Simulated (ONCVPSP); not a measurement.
Potentials for vanadium compared

Generated with ld1.x 7.5 (TM, RRKJ, ultrasoft, PAW), atompaw 4.2 or ONCVPSP 4.0.1. The cutoff is in Ry: for ld1.x and atompaw files where the sum of valence levels is converged to 10 mRy in a Bessel basis, for ONCV files where the hardest occupied wave has 1 mHa per electron of residual kinetic energy. The error is the largest all-electron minus pseudo excitation energy over each file’s own four to seven test configurations (ionisations up to +4, promotions, holes and added fractions of an electron), all of which were solved. The labels leave out finer settings (local radius, basis sizes, second energies), which also bear on the numbers. Spin-polarised tests are not counted. The rows are a selection from randomly drawn settings: files with unsolved tests, undetermined cutoffs or missed reference levels are left out.

A true bound ghost makes a file unfit for plane-wave use even where its test errors are small: the radial tests pick states by their node count and pass the ghost by.

```tsv
potential	cutoff (Ry)	largest error (meV)	bound ghosts
ONCV, PBE, fully relativistic, rc 2.60/2.60/1.25 (spd), local smoothed, core correction no, reference 3d3.5 4s1.5, qcut 2.3/2.1/11.6, projectors 1/2/2	103	+174	s
ONCV, PBE, scalar-relativistic, rc 1.85/1.65/1.50 (spd), local smoothed, core correction yes, reference 3s2 3p6 3d3 4s1.5 4p0.5, qcut 6/7.3/9.6, projectors 2/2/2	80	+24	none
ONCV, LDA (Perdew-Zunger), scalar-relativistic, rc 1.60/1.25/1.60/1.55 (spdf), local smoothed, core correction no, reference 3s2 3p6 3d4 4s1, qcut 8/13/9.3/8.2, projectors 2/2/2/2	71	+11	none
ONCV, LDA (Perdew-Zunger), scalar-relativistic, rc 1.35/1.40/1.10 (spd), local smoothed, core correction yes, reference 3s2 3p6 3d3 4s1.75, qcut 10.1/8.1/8.2, projectors 2/2/2	468	+6.7	none
ONCV, BLYP, scalar-relativistic, rc 1.65/1.65/1.30 (spd), local d, core correction yes, reference 3s2 3p6 3d3 4s1 4p1, qcut 7.1/8.4/10.2, projectors 2/3/0	89	+18	none
ONCV, PBEsol, scalar-relativistic, rc 1.35/1.40/1.75 (spd), local smoothed, core correction no, reference 3s2 3p6 3d3 4s2, qcut 7.9/8.1/8.6, projectors 2/2/2	58	-188	none
```

(1) Fill in the row for V: ONCV, Wu-Cohen, scalar-relativistic, rc 1.80/1.60/1.95 (spd), local smoothed, core correction yes, reference 3s2 3p6 3d3 4s2, qcut 7.1/7.8/6.9, projectors 2/2/3.

Answers

(1) cutoff 44 Ry, largest error +108 meV, bound ghosts: none.
